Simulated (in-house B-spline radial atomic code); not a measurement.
Radial electron density of Cd IV (Cd3+), [Kr] 4d9. All numbers are computed (scalar-relativistic (X2C) Hartree-Fock, spin-polarised, averaged over the determinants with the given up and down occupations; Fermi nucleus of rms radius 4.6087 fm, inside a hard spherical wall at 2.94 bohr) with an all-electron radial atomic-structure program (B-spline basis), not measured.

One-electron X2C: radii and densities carry no picture-change correction, so inner-shell <1/r> comes out high (for 1s by about 2 % at Z = 33, 5 % at 54, 10 % at 75, 30 % at 118) and <r> low.

Columns: r (bohr), 4πr²n(r) (electrons per bohr), bar.

```
0.000886    1.581 #
 0.00107    2.148 #
 0.00129      2.9 ##
 0.00156    3.921 ##
 0.00188    5.249 ###
 0.00227    7.006 ####
 0.00275    9.333 #####
 0.00332    12.26 #######
   0.004     15.9 #########
 0.00483    20.43 ############
 0.00584    25.89 ###############
 0.00705    32.14 ##################
 0.00851    39.01 ######################
  0.0103    46.21 ##########################
  0.0124    52.78 ##############################
   0.015    58.24 #################################
  0.0181    61.47 ###################################
  0.0218    61.96 ###################################
  0.0264    59.73 ##################################
  0.0318    56.03 ################################
  0.0385    52.96 ##############################
  0.0464     53.3 ##############################
  0.0561    58.62 #################################
  0.0677    67.61 ######################################
  0.0818    75.95 ###########################################
  0.0987    77.98 ############################################
   0.119    71.44 ########################################
   0.144    60.12 ##################################
   0.174    52.96 ##############################
    0.21    55.15 ###############################
   0.253    61.88 ###################################
   0.306    62.12 ###################################
   0.369    50.09 ############################
   0.446    32.02 ##################
   0.539    19.85 ###########
    0.65    17.86 ##########
   0.785    20.19 ###########
   0.948    19.73 ###########
    1.15    14.94 ########
    1.38     9.16 #####
    1.67    4.388 ##
    2.02    1.603 #
    2.43   0.3599 
    2.91 0.001067
```

On this grid the curve has 4 maxima, near 0.0218, 0.0987, 0.306, 0.785 bohr.

The 4p down radial function P(r) = rR(r), positive near the nucleus:

```json
{"r (bohr)": "0.00129", "P": "0.00149"}
{"r (bohr)": "0.00188", "P": "0.00281"}
{"r (bohr)": "0.00275", "P": "0.005382"}
{"r (bohr)": "0.004", "P": "0.01025"}
{"r (bohr)": "0.00584", "P": "0.01959"}
{"r (bohr)": "0.00851", "P": "0.0369"}
{"r (bohr)": "0.0124", "P": "0.06799"}
{"r (bohr)": "0.0181", "P": "0.121"}
{"r (bohr)": "0.0264", "P": "0.2024"}
{"r (bohr)": "0.0385", "P": "0.3074"}
{"r (bohr)": "0.0561", "P": "0.3975"}
{"r (bohr)": "0.0818", "P": "0.3809"}
{"r (bohr)": "0.119", "P": "0.1438"}
{"r (bohr)": "0.174", "P": "-0.3066"}
{"r (bohr)": "0.253", "P": "-0.6219"}
{"r (bohr)": "0.369", "P": "-0.3207"}
{"r (bohr)": "0.539", "P": "0.5555"}
{"r (bohr)": "0.785", "P": "1.155"}
{"r (bohr)": "1.15", "P": "0.9285"}
{"r (bohr)": "1.67", "P": "0.3843"}
{"r (bohr)": "2.43", "P": "0.06897"}
```
